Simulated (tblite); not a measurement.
Task: Give a GFN2-xTB geometry of InChI=1S/C6H10OSi2/c1-2-8-5-3-6(7)9-4-5/h2-3H,1,4,8-9H2.

Result: 
```
atom  x, y, z in Å
C1    -2.4789    0.6272    1.2573
C2    -2.6853    0.2170    0.0150
Si3   -1.3377   -0.0268   -1.2813
C4     0.3280    0.0020   -0.3871
C5     1.1501    1.0594   -0.3757
C6     2.3960    0.9524    0.3903
O7     3.2254    1.8352    0.4825
Si8    2.4297   -0.8062    1.1765
C9     0.7403   -1.2181    0.3897
H10   -1.4893    0.8515    1.6241
H11   -3.2817    0.7629    1.9665
H12   -3.7033    0.0127   -0.2947
H13   -1.4993   -1.3437   -1.9141
H14   -1.3918    1.0361   -2.2896
H15    0.9355    1.9776   -0.9025
H16    2.3962   -0.7703    2.6372
H17    3.5179   -1.6309    0.6573
H18    0.7757   -2.0724   -0.2881
H19   -0.0372   -1.4563    1.1179
```

Any rigid rotation of these coordinates is as good. Atoms count from 1 in this order. The 5-membered ring C4–C5–C6–Si8–C9 has internal angles of 90.8° to 117.9°; it is planar, 0.00 Å rms from its mean plane, widest ring torsion 0°. Si3 (SiH2 silicon) is tetrahedral (angles from 107.6° to 110.7°). Si8 (SiH2 silicon) has angles from 90.8° to 113.4°. The 4 C–C bonds span 1.324 Å (C1=C2, drawn double) to 1.504 Å (C4–C9, drawn single), a spread of 0.180 Å.

Bonds between heavy atoms (Å): C1=C2 1.324, C2–Si3 1.886, Si3–C4 1.891, C4=C5 1.339, C5–C6 1.466, C6=O7 1.215, C6–Si8 1.927, Si8–C9 1.909, C4–C9 1.504.

Computed geometry: GFN2-xTB, gas phase.

Point group: C1 (no symmetry element, even within 0.4 Å). Its GFN2-xTB frequencies are all real (lowest 24 cm⁻¹). One conformer, not necessarily the lowest (C1–C2–Si3–C4 14°, C2–Si3–C4–C5 -102°).

On Intel Xeon 6975P-C, one thread (shared host), this took 0.89 s of wall time. This is the geometry optimisation.
